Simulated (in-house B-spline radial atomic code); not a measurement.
Configurations of the iron ion Fe²⁺, with energies counted from [Ar] 3d6. Method: scalar-relativistic (X2C) BHandHLYP, spin-polarised, spherical fractional occupations, Fermi nucleus of rms radius 3.7377 fm. Calculated with a radial B-spline atomic code at the basis-set limit. Shells without spins written out take the highest spin.

Caution: exact exchange at fractional occupations of open shells leaves self-interaction of up to several eV.

Occupations are held fixed; configurations that lie above the ionisation limit could autoionise.

| configuration | E - E(ref) (eV) | highest orbital | its <r> (bohr) |
| --- | --- | --- | --- |
| [Ar] 3d(3 up, 3 down) | 13.386 | 3d up | 1.096 |
| [Ar] 3d5 4d1 | 15.08 | 4d up | 4.222 |
| [Ne] 3s2 3p5 3d6 4p1 | 69.958 | 4p up | 2.861 |
| [Ne] 3s2 3p5 3d6 4d1 | 77.95 | 4d up | 4.169 |
| [Ne] 3s2 3p(3 up, 2 down) 3d(2 up, 4 down) 4s(1 up, 0 down) | 79.667 | 4s up | 2.409 |
| [Ne] 3s2 3p(2 up, 3 down) 3d(5 up, 1 down) 4d(1 up, 0 down) | 86.35 | 4d up | 4.186 |
| [Ne] 3s2 3p(3 up, 2 down) 3d(2 up, 4 down) 4f(1 up, 0 down) | 99.644 | 4f up | 6.151 |

**Question.** Order these further configurations by energy, lowest first.
A. [Ne] 3s2 3p5 3d6 4s1
B. [Ne] 3s2 3p5 3d6 4f1
C. [Ar] 3d5 4s1
D. [Ar] 3d(4 up, 2 down)
E. [Ar] 3d5 4f1

**Answer.** C (-0.57028 eV), D (10.001 eV), E (19.45 eV), A (62.144 eV), B (82.438 eV).

**Question.** How far above the reference does [Ar] 3d(1 up, 4 down) 4d(1 up, 0 down) lie?

**Answer.** 29.366 eV; its least bound orbital is 4d up with <r> = 4.319 bohr.

**Question.** How far above the reference does [Ar] 3d5 4p1 lie?

**Answer.** 7.175 eV; its least bound orbital is 4p up with <r> = 2.883 bohr.

**Question.** How far above the reference does [Ne] 3s2 3p5 3d7 lie?

**Answer.** 60.408 eV; its least bound orbital is 3d down with <r> = 1.19 bohr.

**Question.** Is the reference the lowest configuration at this level of theory?

**Answer.** No: [Ar] 3d5 4s1 lies 0.5703 eV lower with this functional.
